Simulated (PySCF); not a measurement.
H₁₁NSi₄, SMILES [SiH3]N[SiH2][SiH2][SiH3]. Geometry optimised at ωB97X-D3(BJ)/def2-SVP. This is a generated structure with no PubChem entry under its InChIKey; it may be hypothetical. One conformer was computed; it need not be the lowest.

**Question.** Give the equilibrium geometry at ωB97X-D3(BJ)/def2-SVP (PySCF confirms it by a frequency run) as bond lengths and angles. (The exact figures need the calculation; the answer reports its results.)

**Answer.** Several could match; the one computed here: 
Atoms: Si1 N2 Si3 Si4 Si5 H6 H7 H8 H9 H10 H11 H12 H13 H14 H15 H16. Bonds (Å): Si1–N2 1.743, Si1–H6 1.489, Si1–H7 1.495, Si1–H8 1.494, N2–Si3 1.749, N2–H9 1.018, Si3–Si4 2.337, Si3–H10 1.491, Si3–H11 1.495, Si4–Si5 2.335, Si4–H12 1.494, Si4–H13 1.496, Si5–H14 1.493, Si5–H15 1.493, Si5–H16 1.494. Angles (°): N2–Si1–H6 107.4, N2–Si1–H7 112.7, N2–Si1–H8 110.7, H6–Si1–H7 108.9, H6–Si1–H8 109.8, H7–Si1–H8 107.4, Si1–N2–Si3 128.2, Si1–N2–H9 115.9, Si3–N2–H9 115.9, N2–Si3–Si4 106.6, N2–Si3–H10 106.8, N2–Si3–H11 112.2, Si4–Si3–H10 108.9, Si4–Si3–H11 113.4, H10–Si3–H11 108.7, Si3–Si4–Si5 100.5, Si3–Si4–H12 113.2, Si3–Si4–H13 112.5, Si5–Si4–H12 111.9, Si5–Si4–H13 109.9, H12–Si4–H13 108.7, Si4–Si5–H14 113.2, Si4–Si5–H15 109.1, Si4–Si5–H16 108.8, H14–Si5–H15 108.5, H14–Si5–H16 108.7, H15–Si5–H16 108.4.
